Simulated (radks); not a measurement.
The numbers below are computed, except where a source is named.
All-electron atom: the carbon ion C+ in [He] 2p3 (not the ground configuration). Level of theory: scalar-relativistic Kohn-Sham, r2SCAN, spin-unpolarised, spherical densities, finite nucleus; meta-GGA in the generalised Kohn-Sham scheme; Fermi nuclear charge, rms radius 2.4702 fm (a radial shooting solver on a logarithmic mesh with Libxc functionals).

Unscreened Slater integrals over Kohn-Sham orbitals (hartree).

\begin{tabular}{lr}
integral & value \\ \hline
F0(2p,2p) & 0.60135 \\
F2(2p,2p) & 0.27621 \\
F0(2p,1s) & 0.85304 \\
G1(2p,1s) & 0.085010 \\
F0(1s,1s) & 3.4982 \\
\end{tabular}

Derived for the open shells (J is the average intra-shell exchange parameter used in DFT+U). 2p: J = F2/5 = 0.05524 hartree.
